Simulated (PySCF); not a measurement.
Simulated outer-valence photoelectron spectrum of `BCBF` (CH5B2F). Level of theory: EOM-IP-CCSD/aug-cc-pVDZ in PySCF, restricted Hartree–Fock reference, frozen core, non-relativistic, gas phase, PBE0-D3(BJ)/def2-SVP geometry.

Each root has a Gaussian of 0.6 eV full width with its one-hole share as area; cross sections and vibrations are left out, and the highest printed point is 100.

```
ionisation energy (eV)  intensity
                  10.8          1
                  11.0          7
                  11.2         30
                  11.4         66
                  11.6         81
                  11.8         67
                  12.0         69
                  12.2         90
                  12.4        100
                  12.6         99
                  12.8         81
                  13.0         44
                  13.2         13
                  13.4          2
                  13.6          1
                  13.8          8
                  14.0         31
                  14.2         66
                  14.4         76
                  14.6         48
                  14.8         17
                  15.0         12
                  15.2         35
                  15.4         70
                  15.6         81
                  15.8         72
                  16.0         78
                  16.2         82
                  16.4         70
                  16.6         74
                  16.8         93
                  17.0        100
                  17.2         96
                  17.4         72
                  17.6         34
                  17.8          9
                  18.0          1
```

Where are the maxima, and how many lines lie under the curve?

6 maxima, at 11.6, 12.5, 14.3, 15.6, 16.1 and 17.0 eV, from 8 lines. At this width some lines have no maximum of their own.

List the lines with their holes.

```json
{"E (eV)": "11.55", "leading hole (HF orbital)": "HOMO", "area": "0.96", "Koopmans (eV)": "12.40"}
{"E (eV)": "12.24", "leading hole (HF orbital)": "HOMO-1", "area": "0.96", "Koopmans (eV)": "12.94"}
{"E (eV)": "12.72", "leading hole (HF orbital)": "HOMO-2", "area": "0.96", "Koopmans (eV)": "13.58"}
{"E (eV)": "14.35", "leading hole (HF orbital)": "HOMO-3", "area": "0.95", "Koopmans (eV)": "15.24"}
{"E (eV)": "15.52", "leading hole (HF orbital)": "HOMO-4", "area": "0.94", "Koopmans (eV)": "16.83"}
{"E (eV)": "16.15", "leading hole (HF orbital)": "HOMO-5", "area": "0.94", "Koopmans (eV)": "18.02"}
{"E (eV)": "16.81", "leading hole (HF orbital)": "HOMO-6", "area": "0.94", "Koopmans (eV)": "18.50"}
{"E (eV)": "17.28", "leading hole (HF orbital)": "HOMO-7", "area": "0.93", "Koopmans (eV)": "19.15"}
```

The widest gap, 1.63 eV, lies between 12.72 and 14.35 eV. Only orbitals with −ε under 21 eV, eight at most, were ionised, so the high end of the curve may lack lines.

Conformer computed: `[BH2:1][CH2:2][BH:3][F:4]`: B1–C2–B3–F4 -110°.

One conformer stands for the species.
